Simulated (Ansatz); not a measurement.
A structure relaxed at PBE-D4/def2-SVP in Ansatz, charge 0, singlet:

```xyz
7

Si    1.603   -0.236   -0.176
Si   -0.045    0.478    1.557
Sn   -2.409    1.372    0.990
Sn   -0.468    1.663   -1.131
Sn    1.117   -0.157   -2.719
Sn   -1.052   -1.357   -0.441
Sn    1.255   -1.764    1.920
```

(1) Give its formula and point group.

(2) Summarise the bond lengths by kind (pairs closer than 1.2 times the sum of covalent radii, bridged metal pairs left out).

Results:

(1) Si2Sn5. Point group Cs (tolerance 0.1 Å).

(2) 8 × Si–Sn 2.59 to 2.97 Å; 4 × Sn–Sn 2.89 to 3.33 Å; 1 × Si–Si 2.50 Å.

In the def2 sets Sn takes a core potential; there is no spin–orbit coupling. Another isomer (singlet) lies 0.68 eV lower at PBE0-D4/def2-TZVP; other spin states weren't run for this one.
